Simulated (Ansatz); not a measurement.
## Abstraction of H: SnH3(SeH) + Ge(SH)3 → SnH2(SeH) + GeH(SH)3

Species: SnH3(SeH), singlet; Ge(SH)3, doublet; SnH2(SeH), doublet; GeH(SH)3, singlet. A radical takes H: the energy is the difference in strength between the Sn–H bond broken and the Ge–H bond made.

Shapes, held fixed at every level: PBE0-D4/def2-TZVP. Flexible molecules stand in one conformer, not always the lowest. Programs: Ansatz 0.2.0. Electronic energies: no zero-point or thermal term.

Task: Estimate ΔE of this reaction.

Result: The highest level, CCSD(T)/def2-TZVPP, gives ΔE = -25.0 kJ/mol; the levels span -30.1 to -14.2. The column of differences is taken from that level and isn't an error. No measured value is set beside it here. Open shells run unrestricted. For atoms past krypton def2 sets carry core potentials with scalar relativity. Relativity is left out for Ge, Se. Outer-core shells of Ge, Se, Sn are correlated, in sets that cover them unevenly. Times are processor times on shared x86 and Arm servers, and rough.

```csv
level,kind,ΔE (kJ/mol),less CCSD(T)/def2-TZVPP,CPU time (sum over the molecules)
HF/def2-TZVPP,Hartree–Fock,-30.1,-5.1,–
PBE-D4/def2-TZVPP,GGA,-14.2,+10.8,25 s
r2SCAN-D4/def2-TZVPP,meta-GGA,-19.8,+5.2,48 s
B3LYP-D4/def2-TZVPP,global hybrid,-16.3,+8.7,48 s
PBE0-D4/def2-TZVPP,global hybrid,-20.1,+4.9,38 s
wB97M-V/def2-TZVPP,range-separated hybrid,-21.5,+3.5,1.9 min
B2PLYP/def2-TZVPP,double hybrid,-20.2,+4.8,52 s
CCSD(T)/def2-TZVPP,coupled cluster or CI,-25.0,0.0,7.7 min
```
